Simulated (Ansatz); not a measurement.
`[Cl][GeH2]` radical. The species carries charge 0 and has multiplicity 2. Correlated methods include outer-core shells of Ge, which these sets cover unevenly. Scalar relativity is left out up to krypton.

| atom | x (Å) | y (Å) | z (Å) |
| --- | --- | --- | --- |
| Cl1 | 0.879 | 1.580 | -0.504 |
| Ge2 | -0.115 | -0.326 | -0.340 |
| H3 | 0.752 | -1.204 | 0.591 |
| H4 | -1.516 | -0.049 | 0.253 |

Question: Give the diagnostics of a CCSD(T)/def2-TZVPP run (frozen core, Ansatz 0.2.0). (Estimate.)

Answer: Ansatz gave: T1 = 0.0124, largest single amplitude 0.039, largest double 0.028, (T) share of the correlation energy 3.7 %, 10 CCSD cycles. ⟨S²⟩ of the UHF reference is 0.755 against 0.75 for a pure state. T1 lies under the customary mark of 0.045 for open shells.
